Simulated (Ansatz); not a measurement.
Reaction (redistribution): `O[SiH2]C#C[SiH3]` + `Cl[SiH](Cl)[O][GeH3]` → `O[SiH2][SiH](Cl)Cl` + `[SiH3]C#C[O][GeH3]`

Isolated molecules relaxed with PBE0-D4/def2-TZVP in Ansatz; ΔE leaves out vibrations. CCSD(T)/CBS is the MP2 limit (def2-TZVPP, def2-QZVPP) plus CCSD(T) − MP2 in def2-TZVPP, frozen cores. DFT in def2-TZVPP. For Ge outer-core shells are correlated without core-valence functions, which leaves a few kJ/mol of doubt a bond. Scalar relativity is left out up to krypton. One conformer a species, not always the lowest.

CCSD(T)/CBS gives +254.7 kJ/mol.

Task: Another level gave +235.0 kJ/mol. Which?
A. CCSD/def2-TZVPP
B. B2PLYP/def2-TZVPP
C. ωB97X-V/def2-TZVPP
D. SCS-MP2/def2-TZVPP

Result: C. ωB97X-V 235.0, B2PLYP 246.3, SCS-MP2/def2-TZVPP 263.4, CCSD/def2-TZVPP 255.8 kJ/mol.

Largest T1 diagnostic among the species: 0.013.

From PBE to PBE0 (25 % exact exchange), in def2-TZVPP and without D4, ΔE moves by +14.0 kJ/mol.
